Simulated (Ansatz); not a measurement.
`[F][Ge]([F])([F])[GeH3]` + `CNC` → `C[N](C)[Ge]([F])([F])[F]` + GeH₄  (cleavage of the Ge–Ge bond)

Gas-phase electronic energies from Ansatz, PBE0-D4/def2-TZVP geometries. CBS: MP2 limit from def2 TZ/QZ plus the TZ coupled-cluster correction, frozen cores. For Ge outer-core shells are correlated without core-valence functions, which leaves a few kJ/mol of doubt a bond. Scalar relativity is left out up to krypton. One conformer a species, not always the lowest.

| species | CCSD/def2-TZVPP energy (Eh) |
| --- | --- |
| `[F][Ge]([F])([F])[GeH3]` | -4452.33185 |
| `CNC` | -134.90774 |
| `C[N](C)[Ge]([F])([F])[F]` | -2509.25950 |
| GeH₄ | -2077.97792 |

Work out ΔE.

ΔE = (-2509.25950) + (-2077.97792) − (-4452.33185) − (-134.90774) = 0.00217 Eh = +1.4 kcal/mol. CCSD(T)/CBS gives +2.7 kcal/mol.

What do rigid-rotor, harmonic-oscillator terms from PBE0-D4/def2-TZVP frequencies (298.15 K, 1 bar) make of the CCSD(T)/CBS value? (Best estimate.)

Ansatz gave: ΔZPE = -2.4 kcal/mol, ΔH = +0.4 kcal/mol, ΔS = -23 J/(mol·K), ΔG = +2.0 kcal/mol. Modes under 50 cm⁻¹ make the entropy rough.

Largest T1 diagnostic among the species: 0.013.

From r2SCAN to r2SCAN0 (25 % exact exchange), in def2-TZVPP and without D4, ΔE moves by −0.8 kcal/mol. Leaving LDA and LC-ωPBE aside and taking each functional with its dispersion term where it has one, the values, not all of them listed here, spread over 4.5 kcal/mol, from PBE-QIDH to PBE-D4. LDA lies −3.2 kcal/mol from PBE without D4. The D4 term adds −1.8 kcal/mol with B3LYP and −1.0 kcal/mol with PBE0; it sums over pairs of atoms, weighted by their polarisabilities, and B3LYP, whose exchange is more repulsive, gets the larger term.

B3LYP here is the variant with VWN-RPA as its local correlation; programs differ in this.
